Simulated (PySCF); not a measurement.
Isomers of C6H9ClOSi.

All values: PBE0/pcSseg-1 (PySCF) at GFN2-xTB geometries, gas phase, one conformer each.

Question: Rank by the highest IAO charge on any atom, lowest value first.
A. `[CH3:1][C:2]#[C:3][CH2:4][C:5](=[O:6])[SiH2:7][CH2:8][Cl:9]` with C3–C4–C5–O6 -149°, C4–C5–Si7–C8 159°, C5–Si7–C8–Cl9 179°
B. `[CH3:1][C:2]1=[C:3]([CH2:4][SiH2:5][Cl:6])[C:7](=[O:8])[CH2:9]1` with C2–C3–C4–Si5 94°, C3–C4–Si5–Cl6 -58°
C. `[CH3:1][C:2]1=[C:3]([CH:4]=[O:5])[C@@H:6]([SiH2:7][Cl:8])[CH2:9]1` with C2–C3–C4–O5 169°, C3–C6–Si7–Cl8 50°
D. `[CH3:1][C:2]1=[C:3]([CH:4]=[O:5])[CH2:6][Si@H:7]([Cl:8])[CH2:9]1` with C2–C3–C4–O5 -177°
E. `[CH2:1]=[C:2]([Cl:3])[C@@H:4]1[SiH2:5][CH2:6][CH2:7][C:8]1=[O:9]` with C1–C2–C4–Si5 -131°, C2–C4–Si5–C6 -110°, C4–Si5–C6–C7 11°, Si5–C6–C7–C8 -29°, C6–C7–C8–O9 -140°
F. `[SiH3:1][O:2][C:3]1=[CH:4][CH2:5][CH2:6]/[C:7]1=[CH:8]\[Cl:9]` with Si1–O2–C3–C4 0°

Answer: A (+0.698 e), E (+0.745 e), C (+0.797 e), B (+0.817 e), F (+0.875 e), D (+0.937 e).

Question: Rank by HOMO–LUMO gap, highest first.
A. `[O:1]=[CH:2][C@@H:3]1[CH:4]=[CH:5][CH2:6][CH2:7][Si@@H:8]1[Cl:9]` with O1–C2–C3–C4 20°, C2–C3–C4–C5 -173°, C4–C5–C6–C7 58°, C5–C6–C7–Si8 -53°, C6–C7–Si8–Cl9 126°
B. `[CH3:1][C:2](=[O:3])[C@H:4]1[CH:5]=[C:6]1[SiH2:7][CH2:8][Cl:9]` with C1–C2–C4–C5 145°, C5–C6–Si7–C8 110°, C6–Si7–C8–Cl9 -177°
C. `[CH3:1][C:2]1=[C:3]([CH:4]=[O:5])[C@@H:6]([SiH2:7][Cl:8])[CH2:9]1` with C2–C3–C4–O5 169°, C3–C6–Si7–Cl8 50°
D. `[CH2:1]=[C:2]([Cl:3])[C@@H:4]1[SiH2:5][CH2:6][CH2:7][C:8]1=[O:9]` with C1–C2–C4–Si5 -131°, C2–C4–Si5–C6 -110°, C4–Si5–C6–C7 11°, Si5–C6–C7–C8 -29°, C6–C7–C8–O9 -140°

Answer: A (6.57 eV), B (6.21 eV), D (5.95 eV), C (5.59 eV).

Question: Rank by the lowest Hirshfeld charge on any atom, lowest value first.
A. `[CH3:1][C:2](=[O:3])[C@H:4]1[CH:5]=[C:6]1[SiH2:7][CH2:8][Cl:9]` with C1–C2–C4–C5 145°, C5–C6–Si7–C8 110°, C6–Si7–C8–Cl9 -177°
B. `[CH3:1][C:2]1=[C:3]([CH:4]=[O:5])[C@@H:6]([SiH2:7][Cl:8])[CH2:9]1` with C2–C3–C4–O5 169°, C3–C6–Si7–Cl8 50°
C. `[CH3:1][C:2]1=[C:3]([CH2:4][SiH2:5][Cl:6])[C:7](=[O:8])[CH2:9]1` with C2–C3–C4–Si5 94°, C3–C4–Si5–Cl6 -58°
D. `[SiH3:1][O:2][C:3]1=[CH:4][CH2:5][CH2:6]/[C:7]1=[CH:8]\[Cl:9]` with Si1–O2–C3–C4 0°
E. `[CH3:1][C:2]#[C:3][CH2:4][C:5](=[O:6])[SiH2:7][CH2:8][Cl:9]` with C3–C4–C5–O6 -149°, C4–C5–Si7–C8 159°, C5–Si7–C8–Cl9 179°

Answer: C (-0.255 e), A (-0.242 e), B (-0.229 e), E (-0.215 e), D (-0.186 e).

All values together:

```json
{"SMILES": "CC1=C(C=O)C[Si@H](Cl)C1", "μ (D)": "3.94", "HOMO (eV)": "-7.33", "LUMO (eV)": "-1.62", "lowest IAO charge (e)": "-0.566 (C)", "highest IAO charge (e)": "+0.937 (Si)", "lowest Hirshfeld charge (e)": "-0.232 (O)", "highest Hirshfeld charge (e)": "+0.379 (Si)"}
{"SMILES": "CC1=C(C[SiH2]Cl)C(=O)C1", "μ (D)": "3.17", "HOMO (eV)": "-7.12", "LUMO (eV)": "-1.16", "lowest IAO charge (e)": "-0.562 (C)", "highest IAO charge (e)": "+0.817 (Si)", "lowest Hirshfeld charge (e)": "-0.255 (O)", "highest Hirshfeld charge (e)": "+0.358 (Si)"}
{"SMILES": "CC(=O)[C@H]1C=C1[SiH2]CCl", "μ (D)": "3.91", "HOMO (eV)": "-7.23", "LUMO (eV)": "-1.02", "lowest IAO charge (e)": "-0.522 (C)", "highest IAO charge (e)": "+0.790 (Si)", "lowest Hirshfeld charge (e)": "-0.242 (O)", "highest Hirshfeld charge (e)": "+0.352 (Si)"}
{"SMILES": "O=C[C@@H]1C=CCC[Si@@H]1Cl", "μ (D)": "4.22", "HOMO (eV)": "-7.29", "LUMO (eV)": "-0.72", "lowest IAO charge (e)": "-0.544 (C)", "highest IAO charge (e)": "+0.935 (Si)", "lowest Hirshfeld charge (e)": "-0.222 (O)", "highest Hirshfeld charge (e)": "+0.375 (Si)"}
{"SMILES": "[SiH3]OC1=CCC/C1=C\\Cl", "μ (D)": "2.59", "HOMO (eV)": "-6.17", "LUMO (eV)": "-0.63", "lowest IAO charge (e)": "-0.582 (O)", "highest IAO charge (e)": "+0.875 (Si)", "lowest Hirshfeld charge (e)": "-0.186 (O)", "highest Hirshfeld charge (e)": "+0.396 (Si)"}
{"SMILES": "CC1=C(C=O)[C@@H]([SiH2]Cl)C1", "μ (D)": "4.03", "HOMO (eV)": "-7.36", "LUMO (eV)": "-1.76", "lowest IAO charge (e)": "-0.442 (C)", "highest IAO charge (e)": "+0.797 (Si)", "lowest Hirshfeld charge (e)": "-0.229 (O)", "highest Hirshfeld charge (e)": "+0.340 (Si)"}
{"SMILES": "CC#CCC(=O)[SiH2]CCl", "μ (D)": "3.16", "HOMO (eV)": "-7.00", "LUMO (eV)": "-1.42", "lowest IAO charge (e)": "-0.523 (C)", "highest IAO charge (e)": "+0.698 (Si)", "lowest Hirshfeld charge (e)": "-0.215 (O)", "highest Hirshfeld charge (e)": "+0.312 (Si)"}
{"SMILES": "C=C(Cl)[C@@H]1[SiH2]CCC1=O", "μ (D)": "2.30", "HOMO (eV)": "-6.97", "LUMO (eV)": "-1.01", "lowest IAO charge (e)": "-0.545 (C)", "highest IAO charge (e)": "+0.745 (Si)", "lowest Hirshfeld charge (e)": "-0.230 (O)", "highest Hirshfeld charge (e)": "+0.336 (Si)"}
```

Conformers: `[CH3:1][C:2]1=[C:3]([CH:4]=[O:5])[CH2:6][Si@H:7]([Cl:8])[CH2:9]1` with C2–C3–C4–O5 -177°; `[CH3:1][C:2]1=[C:3]([CH2:4][SiH2:5][Cl:6])[C:7](=[O:8])[CH2:9]1` with C2–C3–C4–Si5 94°, C3–C4–Si5–Cl6 -58°; `[CH3:1][C:2](=[O:3])[C@H:4]1[CH:5]=[C:6]1[SiH2:7][CH2:8][Cl:9]` with C1–C2–C4–C5 145°, C5–C6–Si7–C8 110°, C6–Si7–C8–Cl9 -177°; `[O:1]=[CH:2][C@@H:3]1[CH:4]=[CH:5][CH2:6][CH2:7][Si@@H:8]1[Cl:9]` with O1–C2–C3–C4 20°, C2–C3–C4–C5 -173°, C4–C5–C6–C7 58°, C5–C6–C7–Si8 -53°, C6–C7–Si8–Cl9 126°; `[SiH3:1][O:2][C:3]1=[CH:4][CH2:5][CH2:6]/[C:7]1=[CH:8]\[Cl:9]` with Si1–O2–C3–C4 0°; `[CH3:1][C:2]1=[C:3]([CH:4]=[O:5])[C@@H:6]([SiH2:7][Cl:8])[CH2:9]1` with C2–C3–C4–O5 169°, C3–C6–Si7–Cl8 50°; `[CH3:1][C:2]#[C:3][CH2:4][C:5](=[O:6])[SiH2:7][CH2:8][Cl:9]` with C3–C4–C5–O6 -149°, C4–C5–Si7–C8 159°, C5–Si7–C8–Cl9 179°; `[CH2:1]=[C:2]([Cl:3])[C@@H:4]1[SiH2:5][CH2:6][CH2:7][C:8]1=[O:9]` with C1–C2–C4–Si5 -131°, C2–C4–Si5–C6 -110°, C4–Si5–C6–C7 11°, Si5–C6–C7–C8 -29°, C6–C7–C8–O9 -140°.
